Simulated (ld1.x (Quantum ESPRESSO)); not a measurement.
**What one change does to a pseudopotential (Nb, TM)**

ld1.x (Quantum ESPRESSO) 7.5 input, shortened:

```
&input
   title='Nb', zed=41., rel=1, dft='PBE', iswitch=3,
   config='[Kr] 4d3.5 5s0 5p0'
 /
 &inputp
   pseudotype=2, tm=.true., lloc=1,
   nlcc=.true.
 /
3
4S  1  0   2.00   0.00  1.50  1.50  0.0
4D  3  2   3.50   0.00  1.65  1.65  0.0
4P  2  1   6.00   0.00  1.45  1.45  0.0
 &test
   configts(1)='4s2 4p6 4d3.5 5s0 5p0'
 /
```

Change: local potential the s channel.

Cutoffs: the cutoffs (Ry, on a coarse ladder) from which the occupation-weighted sum of valence levels, in a spherical-Bessel basis at the reference potential, stays within 10 and 1 mRy of its value at 400 Ry; they do not see the model core or the augmentation charge, which bear on the density cutoff. Errors are all-electron minus pseudo energies relative to the spin-unpolarised reference configuration.

Problem. How do hardness, ghosts and transferability respond?

Solution. The potential gets neither clearly harder nor softer (70 Ry and 110 Ry → 70 Ry and 110 Ry); of the 7 tests that both files solve, the error grows in 7 and shrinks in 0 by more than 15 % and 0.3 meV (median size 42.9 → 113.1 meV); the range in which the s phases agree narrows (upper end 0.6 → -0.4); the range in which the p phases agree narrows (upper end 2.7 → 1.1); neither file shows a bound ghost.

| quantity | base | changed |
| --- | --- | --- |
| cutoff, loose | 70 Ry | 70 Ry |
| cutoff, tight | 110 Ry | 110 Ry |
| bound ghosts | none | none |
| error for 4s2 4p6 4d4 5s1 5p0, meV [ΔE -12.43 eV] | +92 | +238 |
| error for 4s2 4p6 4d4 5s0 5p0, meV [ΔE -5.79 eV] | 0.0 | +1.0 |
| error for 4s2 4p6 4d3 5s0 5p0, meV [ΔE 8.25 eV] | +0.7 | +2.2 |
| error for 4s2 4p5 4d4 5s1 5p0, meV [ΔE 27.32 eV] | +157 | +429 |
| error for 4s2 4p6 4d5 5s0 5p0, meV [ΔE -11.16 eV] | +0.7 | +5.8 |
| error for 4s2 4p6 4d4 5s0.5 5p0, meV [ΔE -9.79 eV] | +53 | +137 |
| error for 4s2 4p6 4d4.5 5s0.5 5p0, meV [ΔE -11.87 eV] | +43 | +113 |
| s: phases at 1.81 bohr within 0.05 rad from the reference energy up to (Ry; the scan ends near 5) | 0.6 | -0.4 |
| p: phases at 1.81 bohr within 0.05 rad from the reference energy up to (Ry; the scan ends near 5) | 2.7 | 1.1 |
| d: phases at 1.81 bohr within 0.05 rad from the reference energy up to (Ry; the scan ends near 5) | 4.7 | 2.0 |
